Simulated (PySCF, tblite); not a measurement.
Compound: C6H6OS.
SMILES with atom numbers: `[CH3:1][C:2](=[S:3])[c:4]1[cH:5][cH:6][cH:7][o:8]1` (hydrogens: H9, H10, H11 on C1; H12 on C5; H13 on C6; H14 on C7)

The geometry is computed with GFN2-xTB (gas phase).

(1) Give the optimised bond lengths and angles.

Results:

(1) 
```tsv
bond	length (bohr)	order
C1–C2	2.818	single
C2=S3	3.098	double
C2–C4	2.698	single
C4–C5	2.614	aromatic
C5–C6	2.653	aromatic
C6–C7	2.584	aromatic
C7–O8	2.520	aromatic
C4–O8	2.568	aromatic
C1–H9, C1–H10, C1–H11	2.058	single
C5–H12	2.023	single
C6–H13	2.023	single
C7–H14	2.027	single
```

Bonds in one row agree within 0.02 bohr and their mean is given. Orders are formal, as drawn. A selection of angles:
```tsv
angle	degrees
C1–C2–S3	121.8
C1–C2–C4	117.6
S3–C2–C4	120.6
C2–C4–C5	130.8
C2–C4–O8	119.9
C5–C4–O8	109.2
C4–C5–C6	106.4
C5–C6–C7	105.9
C6–C7–O8	111.1
C4–O8–C7	107.3
```

Dihedral angles: C1–C2–C4–C5 180° (antiperiplanar).

The 2 C–O bonds span 1.334 Å (C7–O8, aromatic) to 1.359 Å (C4–O8, aromatic), a spread of 0.025 Å. The 8 heavy atoms lie in one plane (0.001 Å rms). The C–C distances run from 1.368 Å (C6–C7, aromatic) to 1.491 Å (C1–C2, drawn single), a spread of 0.123 Å. Of the pairs four or more bonds apart, S3···H12 is among the closest relative to their van der Waals radii: 3.00 Å, 100 % of the sum of Bondi's values. The 5-membered ring C4–C5–C6–C7–O8 has internal angles of 105.9° to 111.1°; it is planar, 0.00 Å rms from its mean plane, widest ring torsion 0°.

Point group: Cs (tolerance 0.08 Å). Its GFN2-xTB frequencies are all real (lowest 73 cm⁻¹). The numbers are those of one conformer.
